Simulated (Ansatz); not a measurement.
Basis-set extrapolation for C2H10O5Si2, SMILES `CO[SiH](C)O[Si](O)(O)O` (PBE0-D4/def2-TZVP geometry, frozen core, Ansatz 0.2.0). Multiplicity 1, RHF reference.

```
                       def2-TZVPP    def2-QZVPP
                 HF  -1034.321277  -1034.363326
    MP2 correlation     -1.767254     -1.906696
CCSD(T) correlation     -1.879803       not run
```

Energies in hartree. Use E(X) = E(∞) + A·exp(−7.88·√X) for Hartree–Fock and E(X) = E(∞) + B·X^(−2.97) for correlation, with X = 3 and 4, and add CCSD(T) minus MP2 of the smaller set to the MP2 limit.

Q: What is the CCSD(T) energy at the basis-set limit?

A: HF limit: -1034.363326 + (-0.042049) × 0.13774 = -1034.36912. MP2 limit: -1.906696 + (-0.139442) × 0.74074 = -2.00999. Higher-order term: -1.879803 − (-1.767254) = -0.11255. Total: -1036.49166 hartree, 762.9 kJ/mol below CCSD(T)/def2-TZVPP.
